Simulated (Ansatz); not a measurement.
C2H8OSi2 can be A, `O[Si]1([SiH3])CC1`, or B, `O[SiH2]/C=C/[SiH3]`.

Gas-phase electronic energies from Ansatz, PBE0-D4/def2-TZVP geometries. CCSD(T)/CBS adds triple-zeta CCSD(T) − MP2 to the extrapolated MP2 energy (def2 sets, frozen cores). DFT in def2-TZVPP. B3LYP here is the variant with VWN-RPA as its local correlation; programs differ in this. Each species was taken in one conformer, which may not be the lowest.

Task: Which is lower in electronic energy at CCSD(T)/CBS, and by how much? (An estimate is asked.)

Result: Ansatz gave: B, by 8.7 kcal/mol.

Task: Give E(B) − E(A) in kcal/mol with CCSD/def2-TZVPP, B3LYP-D4, HF/def2-TZVPP, MP2/def2-TZVPP, r2SCAN-D4, PBE0-D4, B3LYP. (Best estimate.)

Result: Ansatz gave: CCSD/def2-TZVPP -9.4, B3LYP-D4 -9.5, HF/def2-TZVPP -17.2, MP2/def2-TZVPP -7.6, r2SCAN-D4 -4.4, PBE0-D4 -2.1, B3LYP -9.7. None reverses the order clearly.

Largest T1 diagnostic: 0.012.

In def2-TZVPP, CCSD(T) changes the Hartree–Fock value by +8.3 kcal/mol (the triples alone add +0.5 kcal/mol) and MP2 by +9.6 kcal/mol.
